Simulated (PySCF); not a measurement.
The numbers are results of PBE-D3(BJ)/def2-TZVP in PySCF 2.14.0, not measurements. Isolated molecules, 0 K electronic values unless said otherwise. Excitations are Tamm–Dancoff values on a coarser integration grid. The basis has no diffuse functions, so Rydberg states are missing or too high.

Reference species (SMILES): `[CH3][Ga]([CH3])[CH3]` (neutral, multiplicity 1).

```json
{
 "HOMO": "-6.19 eV",
 "HOMO–LUMO gap": "4.84 eV",
 "T1 excitation (TDA)": "4.65 eV",
 "S1 excitation (TDA)": "4.95 eV"
}
```

Changed species: `[CH3][Ga]([SiH3])[SiH3]` (2 of 3 CH3 replaced by SiH3; the reference has 0 of 3 CH3 replaced by SiH3).

### Question
Predict the effect on the HOMO, HOMO–LUMO gap, T1 excitation (TDA) and S1 excitation (TDA).

### Answer
the HOMO increases by 0.14 eV, to -6.05 eV; the HOMO–LUMO gap falls by 1.64 eV, to 3.20 eV; the T1 excitation (TDA) falls by 1.76 eV, to 2.89 eV; the S1 excitation (TDA) falls by 1.49 eV, to 3.46 eV.
